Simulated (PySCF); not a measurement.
Bromocyclopentane, C5H9Br.
Numbering: `[Br:1][CH:2]1[CH2:3][CH2:4][CH2:5][CH2:6]1` (hydrogens: H7 on C2; H8, H9 on C3; H10, H11 on C4; H12, H13 on C5; H14, H15 on C6)

A GFN2-xTB structure was refined with PBE0-D3(BJ)/def2-SVP geometry optimisation, gas phase in PySCF. Its GFN2-xTB values:

```tsv
coordinate	GFN2-xTB
Br1–C2	1.972 Å
C2–C3	1.512 Å
C2–H7	1.096 Å
C3–C4	1.496 Å
C3–H8	1.122 Å
C3–H9	1.064 Å
C4–C5	1.566 Å
C4–H10	1.094 Å
C4–H11	1.101 Å
Br1–C2–C3	109.4°
C2–C3–C4	105.1°
C2–C6–C5	103.8°
C3–C2–C6	103.3°
C3–C4–C5	105.5°
Br1–C2–C6–C5	-78°
C2–C3–C4–C5	26°
C3–C4–C5–C6	-2°
C4–C5–C6–C2	-23°
```

Problem. How do these coordinates change at the PBE0-D3(BJ)/def2-SVP level?

Solution. 
| coordinate | PBE0-D3(BJ)/def2-SVP (Å or °) | change |
| --- | --- | --- |
| C3–H9 | 1.104 | +0.040 |
| C3–C4 | 1.533 | +0.037 |
| C3–H8 | 1.099 | -0.023 |
| C4–C5 | 1.547 | -0.019 |
| C2–C3 | 1.519 | +0.007 |
| C4–H10 | 1.100 | +0.006 |
| Br1–C2 | 1.971 | -0.001 |
| C4–H11 | 1.100 | -0.001 |
| C2–H7 | 1.097 | +0.001 |
| C2–C6–C5 | 105.0 | +1.2 |
| C2–C3–C4 | 104.3 | -0.8 |
| Br1–C2–C3 | 110.2 | +0.8 |
| C3–C4–C5 | 105.6 | +0.1 |
| C3–C2–C6 | 103.3 | 0.0 |
| C4–C5–C6–C2 | -20 | +3 |
| C3–C4–C5–C6 | -5 | -3 |
| Br1–C2–C6–C5 | -81 | -3 |
| C2–C3–C4–C5 | 27 | +1 |

The energy falls by 0.107 eV over 4 energy and gradient evaluations, the largest force component goes from 0.0335 to 2.8e-04 Eh/bohr, and the atoms move by 0.061 Å rms after alignment. The bond that changes most is C3–H9 (ring CH2 carbon to methylene hydrogen), which lengthens by 0.040 Å. Bonds longer at the end by more than 0.005 Å: 6 of 15; shorter: 3. Rotational constants go from 4432, 1532, 1446 to 4436, 1506, 1424 MHz.

The run used 147 basis functions and 25 SCF cycles in all. On an AMD EPYC 7R43 with one thread, shared host with 256 logical CPUs at a one-minute load of 104, this took 47 s and 0.61 GiB of memory at its peak.

Not checked by PBE0-D3(BJ)/def2-SVP frequencies. The numbers are those of one conformer.
